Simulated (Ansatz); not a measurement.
Input for Ansatz (a quantum-chemistry and plane-wave program):
Ansatz 0.2 input:
```yaml
crystal:
  periodic: [false, false, false]
  atoms:
    - {symbol: N, position_ang: [-0.00088861, 0.00220129, 0.11002386]}
    - {symbol: H, position_ang: [0.02258261, 1.31297158, -0.42969539]}
    - {symbol: H, position_ang: [0.81249024, -0.48875726, -0.24050098]}
    - {symbol: H, position_ang: [-0.82214652, -0.46511757, -0.25417613]}
basis:
  gaussian:
    orbitals: 6-31G
magnetization: {spin_polarized: false}
correlation: {method: sc_nevpt2, electrons: all, active_space: {window: {electrons: 2, orbitals: 3}}}
```

**Question.** What does this run give for the total energy, number of basis functions?

**Answer.** 
```
Item                            Result
-------------------------  -----------
total energy               -56.2279 Eh
number of basis functions           15
```
